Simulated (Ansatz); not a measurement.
Reaction (formal hydrolysis of the Al–F bond): `[CH3][Al]([F])[SiH2]F` + H₂O → `[CH3][Al]([OH])[SiH2]F` + H–F

Program: Ansatz. Geometries: PBE0-D4/def2-TZVP. ΔE: electronic, gas phase. CCSD(T)/CBS is the MP2 limit (def2-TZVPP, def2-QZVPP) plus CCSD(T) − MP2 in def2-TZVPP, frozen cores. This one scheme is used for every species. Each species was taken in one conformer, which may not be the lowest.

`[CH3][Al]([F])[SiH2]F`:

```xyz
10

C    -1.824    0.516   -0.562
Al    0.033    0.781   -0.071
F     0.639    2.323   -0.062
Si    1.689   -0.932    0.568
F     0.990   -2.387    0.527
H    -2.486    1.084    0.099
H    -2.010    0.874   -1.579
H    -2.117   -0.536   -0.514
H     2.860   -0.982   -0.352
H     2.225   -0.741    1.945
```

H₂O:

Cartesian coordinates in Å:
```
O 0.094 0.307 0.220
H -0.784 0.028 -0.048
H 0.690 -0.335 -0.172
```

`[CH3][Al]([OH])[SiH2]F`:

Z-matrix (Å, degrees):
```
C
Al 1 1.942
H 1 1.095 2 111.3
H 1 1.093 2 111.4 3 -120.6
H 1 1.095 2 111.3 3 118.7
O 2 1.699 1 118.3 3 120.7
Si 2 2.473 1 125.2 3 -59.3
H 6 0.956 2 122.7 1 180.0
F 7 1.618 2 108.7 1 -179.9
H 7 1.493 2 114.0 1 61.1
H 7 1.493 2 114.0 1 -60.9
```

H–F:

```xyz
2

F     0.257   -0.112   -0.365
H    -0.257    0.112    0.365
```

```csv
level,ΔE (kcal/mol)
HF/def2-TZVPP,13.4
SCS-MP2/def2-TZVPP,11.5
```

Question: What does CCSD(T)/CBS give? (Best estimate.)

Answer: Ansatz gave: +11.8 kcal/mol. The listed levels differ from it by 1.6, -0.3 kcal/mol.

Largest T1 diagnostic among the species: 0.012.

In def2-TZVPP, CCSD(T) changes the Hartree–Fock value by −2.2 kcal/mol (the triples alone add −0.4 kcal/mol) and MP2 by −2.5 kcal/mol.
